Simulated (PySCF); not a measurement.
Cartesian coordinates in Å; atom numbers follow the order of the lines, from 1:
```xyz
6

Cu   -0.0005    0.0092   -1.6802
As   -0.0036   -0.0084    0.6473
H     0.8185   -1.0249    1.4076
H    -1.2903   -0.2119    1.4156
H     0.4684    1.2082    1.4118
H     0.0075    0.0279   -3.2022
```

Geometry: PBE0-D3(BJ)/def2-SVP; GIAO absolute shieldings from PySCF, gas phase, non-relativistic, averaged over equivalent atoms.

At B3LYP/pcSseg-1 (pcSseg-2 on Cu) (134 basis functions, 9.4 s wall time on 1 thread of an x86-64 server CPU, shared host):
| atoms | σ (ppm) |
| --- | --- |
| Cu1 | 1338.9 |
| As2 | 1759.9 |
| H3/H4/H5 | 28.07 |
| H6 | 28.77 |

Question: Estimate the result of repeating the calculation with PBE/pcSseg-1 (pcSseg-2 on Cu).

Answer: 
```json
{"atoms": "Cu1", "σ at PBE/pcSseg-1 (pcSseg-2 on Cu)": "1164.0", "change": "-174.9"}
{"atoms": "As2", "σ at PBE/pcSseg-1 (pcSseg-2 on Cu)": "1761.8", "change": "+1.9"}
{"atoms": "H3/H4/H5", "σ at PBE/pcSseg-1 (pcSseg-2 on Cu)": "27.68", "change": "-0.39"}
{"atoms": "H6", "σ at PBE/pcSseg-1 (pcSseg-2 on Cu)": "28.67", "change": "-0.10"}
```

The largest change is at Cu1 (Cu bonded to As, H). Cost: 134 basis functions, 15 s wall time on 1 thread of an x86-64 server CPU, shared host.

Relativistic effects, spin–orbit coupling among them, are left out; they matter for As and for the light atoms bonded to it.
